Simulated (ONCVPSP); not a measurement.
How hard is this In ONCV potential?

* Element: indium (In)
* Generator: ONCVPSP 4.0.1
* Type: optimised norm-conserving Vanderbilt (ONCV)
* Functional: PBE
* Relativity: fully relativistic
* Frozen core: [Kr]
* Valence charge: 13
* Reference configuration: 4d10 5s2 5p0.5 (charge +0.5)
* Partial waves: 5s: rc 2.30 bohr, ncon 3, nbas 6, qcut 3.3 1/bohr, 2 projectors, debl 2.7 Ha; 5p: rc 2.55 bohr, ncon 3, nbas 7, qcut 3.7 1/bohr, 2 projectors, debl 0.3 Ha; 4d: rc 1.70 bohr, ncon 3, nbas 7, qcut 8.7 1/bohr, 2 projectors, debl 2.5 Ha
* Local potential: polynomial inside 1.70 bohr (lpopt 5, dvloc0 3 Ha)
* Core correction: polynomial model core, fcfact 0.2

Open shells are filled in proportion to 2j + 1.

Task: For each optimised wave give the share of its norm inside rc, the residual kinetic energy above qcut (Ha) and the cutoffs (Ha) for errors of 10, 1, 0.1 and 0.01 mHa per electron.

Result:

| wave | norm inside rc | residual KE | 10 mHa | 1 mHa | 0.1 mHa | 0.01 mHa |
| --- | --- | --- | --- | --- | --- | --- |
| 5s | 0.445 | 3.7e-04 | 3.2 | 4.9 | 12.9 | 25.0 |
| s projector 2 | 0.136 | 2.5e-02 | 6.0 | 12.4 | 23.6 | 33.9 |
| 5p j=3/2 | 0.269 | 1.8e-05 | 1.1 | 4.1 | 5.8 | 8.7 |
| p projector 2 j=3/2 | 0.138 | 1.7e-05 | 1.1 | 4.1 | 5.7 | 8.3 |
| 5p j=1/2 | 0.305 | 2.5e-05 | 1.2 | 4.2 | 5.9 | 12.1 |
| p projector 2 j=1/2 | 0.140 | 2.2e-05 | 1.2 | 4.1 | 5.9 | 8.5 |
| 4d j=5/2 | 0.853 | 2.4e-06 | 23.7 | 28.6 | 32.5 | 35.6 |
| d projector 2 j=5/2 | 0.089 | 5.2e-06 | 22.4 | 28.4 | 32.9 | 37.0 |
| 4d j=3/2 | 0.862 | 2.7e-06 | 23.9 | 28.8 | 32.6 | 35.7 |
| d projector 2 j=3/2 | 0.090 | 5.8e-06 | 22.6 | 28.6 | 33.0 | 37.3 |

The occupied waves need 29 Ha and 33 Ha for 1 and 0.1 mHa. Note: no bound ghost flagged; GHOST(+) flagged for s at 85.6 eV.
